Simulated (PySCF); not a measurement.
## Working with the constants of HfH⁺

UHF-CCSD(T) constants of HfH⁺, ³Δ (triplet), unpaired electrons σ ↑, δ ↑ (basis Hf def2-TZVPPD with ECP60, H def2-TZVPPD; scalar-relativistic core potentials; PySCF 2.14; masses 179.9465 and 1.0078 u):

```
ωe   : 1827.0 cm⁻¹
ωexe : 23.6 cm⁻¹
Be   : 5.2046 cm⁻¹
αe   : 0.104 cm⁻¹
```

**Question.** What force constant and bond length do these constants imply?

**Answer.** Reduced mass μred = 1.0022 u; k = 5.8918×10⁻⁷·μred·ωe² (u, cm⁻¹, mdyn/Å) = 1.97 mdyn/Å; Re = √(16.8576/(μred·Be)) (u, cm⁻¹, Å) = 1.798 Å.

**Question.** Estimate the centrifugal constant D from the Kratzer relation and find the Dunham coefficient a1.

**Answer.** D = 4Be³/ωe² = 0.000169 cm⁻¹; a1 = −1 − αeωe/(6Be²) = -2.17.

Correlated steps freeze no core orbitals. Spin–orbit coupling is left out, which matters for elements this heavy, above all for dissociation energies. The state is the lowest single determinant that the PBE0 search found; with open d or f shells the true ground state can be another one.
